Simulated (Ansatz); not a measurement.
## Setting up CH6ClInSi (SMILES [CH3][In]([SiH3])[Cl]) in Ansatz

The species is CH6ClInSi (10 atoms), meant as a singlet with charge 0. As SMILES, `[CH3][In]([SiH3])[Cl]`. Geometry: relaxed at PBE0-D4/def2-TZVP.

```xyz
10

C    -0.9497    1.8137   -0.7935
In   -0.4347   -0.2069   -0.3078
Si    1.3613   -1.4333    1.0520
Cl   -1.9572   -1.7142   -1.3098
H    -0.1114    2.3077   -1.2873
H    -1.1877    2.3675    0.1163
H    -1.8149    1.8093   -1.4553
H     1.2011   -2.9048    0.9394
H     1.2617   -1.0396    2.4844
H     2.7148   -1.0505    0.5646
```

Settings wanted:

```yaml
basis_set: def2-SVP
core_potential: def2-SVP
integral_approximation: none
task: gradient
method: HF
reference: RHF
accuracy: high
```

Q: Give an Ansatz 0.2.0 job that does this.

A: One that was run (others would do as well):

run.yaml:
```yaml
crystal:
  periodic: [false, false, false]
  atoms:
    - symbol: C
      position_ang: [-0.949700, 1.813700, -0.793500]
    - symbol: In
      position_ang: [-0.434700, -0.206900, -0.307800]
    - symbol: Si
      position_ang: [1.361300, -1.433300, 1.052000]
    - symbol: Cl
      position_ang: [-1.957200, -1.714200, -1.309800]
    - symbol: H
      position_ang: [-0.111400, 2.307700, -1.287300]
    - symbol: H
      position_ang: [-1.187700, 2.367500, 0.116300]
    - symbol: H
      position_ang: [-1.814900, 1.809300, -1.455300]
    - symbol: H
      position_ang: [1.201100, -2.904800, 0.939400]
    - symbol: H
      position_ang: [1.261700, -1.039600, 2.484400]
    - symbol: H
      position_ang: [2.714800, -1.050500, 0.564600]
basis:
  gaussian:
    orbitals: def2-SVP
hamiltonian:
  xc: hf
accuracy: high
output:
  forces: true
  orbitals: {seedname: orbitals}
```

```bash
$ ansatz run run.yaml --threads 1 --pin off --max-ram 2610MiB --events-out events.jsonl --progress --plain --runs-dir runs
```

Calculated total energy: -978.78756 Eh, largest force 0.501 eV/Å.
